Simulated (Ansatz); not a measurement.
Consider the ligand exchange at the Si–S bond: `C[SiH2]SCF` + HBr → `C[SiH2]Br` + `FCS`.

Calculated with Ansatz (gas phase, PBE0-D4/def2-TZVP geometries, no zero-point term in ΔE). CBS: MP2 limit from def2 TZ/QZ plus the TZ coupled-cluster correction, frozen cores. DFT in def2-TZVPP. B3LYP here is the variant with VWN-RPA as its local correlation; programs differ in this. For Br outer-core shells are correlated without core-valence functions, which leaves a few kJ/mol of doubt a bond. Scalar relativity is left out up to krypton. Each species was taken in one conformer, which may not be the lowest.

`C[SiH2]SCF`:

```xyz
12

C     0.362    1.729   -0.407
Si    0.151    0.574    1.038
S     0.908   -1.398    0.655
C    -0.373   -1.994   -0.459
F    -0.301   -1.422   -1.710
H    -0.032    2.720   -0.167
H    -0.168    1.344   -1.280
H     1.418    1.828   -0.666
H     0.915    1.039    2.224
H    -1.290    0.435    1.388
H    -1.365   -1.786   -0.051
H    -0.224   -3.070   -0.565
```

HBr:

Cartesian coordinates in Å:
```
Br 0.402 -0.567 0.146
H -0.402 0.567 -0.146
```

`C[SiH2]Br`:

Z-matrix (Å, degrees):
```
C
Si 1 1.858
H 1 1.092 2 110.7
H 1 1.094 2 109.9 3 119.8
H 1 1.092 2 110.7 3 -120.4
Br 2 2.229 1 109.7 3 60.1
H 2 1.483 1 111.7 3 178.6
H 2 1.483 1 111.7 3 -58.3
```

`FCS`:

```xyz
6

F     0.594    1.170   -0.785
C    -0.162    0.075   -0.439
S    -0.415   -0.074    1.325
H     0.328   -0.815   -0.836
H    -1.154    0.186   -0.882
H     0.809   -0.542    1.618
```

```csv
level,ΔE (kcal/mol),difference from CCSD(T)/CBS
PBE-D4,-7.9,1.6
r2SCAN-D4,-9.0,0.5
PBE0-D4,-8.8,0.7
B3LYP-D4,-8.8,0.7
ωB97X-V,-9.3,0.2
ωB97M-V,-9.4,0.1
B2PLYP,-10.0,-0.5
PBE,-9.0,0.5
r2SCAN,-9.3,0.2
PBE0,-9.7,-0.2
B3LYP,-10.5,-1.0
HF/def2-TZVPP,-13.0,-3.5
MP2/def2-TZVPP,-9.2,0.3
SCS-MP2/def2-TZVPP,-9.7,-0.2
CCSD/def2-TZVPP,-9.6,-0.1
CCSD(T)/def2-TZVPP,-8.9,0.6
HF/def2-QZVPP,-13.1,-3.6
MP2/def2-QZVPP,-9.6,-0.1
SCS-MP2/def2-QZVPP,-10.0,-0.5
HF/CBS(def2),-13.1,-3.6
MP2/CBS(def2),-9.8,-0.3
CCSD/CBS(def2),-10.2,-0.7
CCSD(T)/CBS,-9.5,0
```

Largest T1 diagnostic among the species: 0.011.

The D4 term adds +1.7 kcal/mol with B3LYP and +1.0 kcal/mol with PBE0; it sums over pairs of atoms, weighted by their polarisabilities, and B3LYP, whose exchange is more repulsive, gets the larger term. In def2-TZVPP, CCSD(T) changes the Hartree–Fock value by +4.1 kcal/mol (the triples alone add +0.7 kcal/mol) and MP2 by +3.8 kcal/mol. From PBE to PBE0 (25 % exact exchange), in def2-TZVPP and without D4, ΔE moves by −0.8 kcal/mol.
